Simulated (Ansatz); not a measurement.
A structure relaxed at r2SCAN/def2-TZVP in Ansatz, charge 0, singlet:

```xyz
6

Be    0.9688   -1.4991    0.0623
Be    0.6315   -0.3126   -1.3608
Be   -0.7355    1.2915   -0.3752
Be    0.9850    0.5668    0.4424
Be   -0.8811    0.6751    1.3985
Be   -0.9686   -0.7218   -0.1672
```

Task: Give its formula and point group.

Result: Be₆. Point group C2v (tolerance 0.1 Å).

Task: Summarise the bond lengths by kind (pairs closer than 1.2 times the sum of covalent radii, bridged metal pairs left out).

Result: 10 × Be–Be 1.88 to 2.10 Å.

The restricted singlet is unstable towards broken spin symmetry at other levels; at r2SCAN/def2-TZVP this wasn't settled. The structure comes from a short search, and lower isomers may exist.
